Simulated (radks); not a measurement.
The numbers below are computed, except where a source is named.
Valence configurations of the iodine ion I3+ (all share [Kr]). Level of theory: scalar-relativistic Kohn-Sham, r2SCAN, spin-polarised, spherical densities, finite nucleus; open shells are filled with parallel spins first (spin-orbit coupling, left out, can overturn this in heavy ions); meta-GGA in the generalised Kohn-Sham scheme; Fermi nuclear charge, rms radius 4.75 fm (a radial shooting solver on a logarithmic mesh with Libxc functionals). Energies are relative to 4d10 5s2 5p2; eigenvalues in eV for spin up.

valence	E (eV)	moment (Bohr magnetons)	e(4d)	e(5p)	e(5s)
4d10 5s2 5p2	0.000	2	-83.644	-35.536	-48.074
4d10 5s1 5p3	8.146	4	-84.849	-36.892	-49.648
4d9 5s2 5p3	49.643	4	-91.525	-38.099	-51.350
4d9 5s1 5p4	62.639	4	-92.865	-38.742	-52.198
4d9.5 5s2 5p2.5	24.352	3	-87.591	-36.849	-49.745
4d9 5s1.5 5p3.5	56.202	4	-92.191	-38.416	-51.768
4d10 5s1.5 5p2.5	4.490	3	-84.275	-36.277	-48.927
4d8.5 5s2 5p3.5	77.899	4	-95.509	-38.956	-52.550
4d8.5 5s1 5p4.5	91.148	4	-96.823	-39.585	-53.380
4d9 5s0.5 5p4.5	71.070	3	-93.482	-38.639	-52.054

NIST lists [Kr] 4d10 5s2 5p2 as the ground configuration; this level of theory agrees among the configurations tried. The energies are those of spherical high-spin densities, not of single terms.
